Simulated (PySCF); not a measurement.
```xyz
4
charge 0 multiplicity 2, angstrom
In   -0.0372    0.0913   -0.2402
F     1.6875   -0.4903    0.4884
O    -1.5866   -0.0596    1.0244
H    -2.4128    0.2352    0.6291
```

Computed with UPBE0 in PySCF with In def2-TZVP with ECP28, F def2-TZVP, O def2-TZVP, H def2-TZVP; scalar-relativistic core potentials, no spin–orbit coupling; density-fitted integrals.

This geometry of InF(OH) is a stationary point at this level.

Question: What is the point group?

Answer: Cs.

Question: Is it a minimum?

Answer: Yes: all harmonic wavenumbers are real.

Question: List the harmonic modes with their infrared intensities.

Answer: 
```csv
symmetry,ω (cm⁻¹),IR (km/mol)
a',128,9.7
a'',262,77.7
a',535,29.8
a',566,109
a',773,86.7
a',3868,70.0
```

Question: Give the ideal-gas entropy at 298.15 K and 1 bar by parts.

Answer: translation 171.4, rotation 102.4, vibration 24.8, spin 5.8; total 304.4 J/(mol K).

This need not be the most stable arrangement of these atoms. No spin–orbit coupling is included, which matters more the heavier the element.
